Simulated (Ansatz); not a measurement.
Input and output for (LiF)2 ring (Li2F2).

```yaml
crystal:
  periodic: [false, false, false]
  atoms:
    - {symbol: Li, position_ang: [0.712348, 0.624634, 0.597454]}
    - {symbol: F, position_ang: [0.177736, 0.786491, -1.034020]}
    - {symbol: Li, position_ang: [-0.712333, -0.624633, -0.597462]}
    - {symbol: F, position_ang: [-0.177741, -0.786493, 1.034028]}
basis:
  gaussian: {orbitals: cc-pVDZ, fitting: {mean_field: def2-universal-jkfit}}
hamiltonian: {xc: {name: BLYP}}
scf: {lower_state_search: light}
output: {forces: true}
```

```sh
$ ansatz run in.yaml --threads 4 --pin off --events-out ev --progress --plain --max-ram 3916MiB
```

Shortened log:

```
Functional definition: BLYP
256 factors; integrals over basis functions are off by at most 1.8e-1 eV
mean field evaluation 1: about -5842.1597 eV, gradient 6.3e1 eV
mean field evaluation 2: about -5722.6432 eV, gradient 2.3e2 eV
mean field evaluation 4: about -5848.6317 eV, gradient 1.4e0 eV
mean field evaluation 8: about -5848.6330 eV, gradient 1.9e-2 eV
mean field -5848.63297764 eV, -214.9332975824 hartree, gradient 2.6e-5 eV, S^2 0.000000; 0 other end points of the search recorded, 0 dependent functions left out
reference -5848.63329446 eV, -214.9333092253 hartree; 12, 12 occupied and 44, 44 virtual orbitals, 256 factors
Total energy: -5848.63329446 eV, -214.9333092253 hartree
Atom 0 at     0.712348     0.624634     0.597454 Å, force     0.169961     0.148746     0.143136 eV/Å
Atom 1 at     0.177736     0.786491    -1.034020 Å, force     0.054735     0.243166    -0.320282 eV/Å
Atom 2 at    -0.712333    -0.624633    -0.597462 Å, force    -0.170029    -0.148854    -0.143017 eV/Å
Atom 3 at    -0.177741    -0.786493     1.034028 Å, force    -0.054667    -0.243059     0.320163 eV/Å
Dipole moment:     0.000014     0.000002    -0.000010 e Å
```

Run time 0.3 s (4 threads of Arm Neoverse V2 on a shared host).
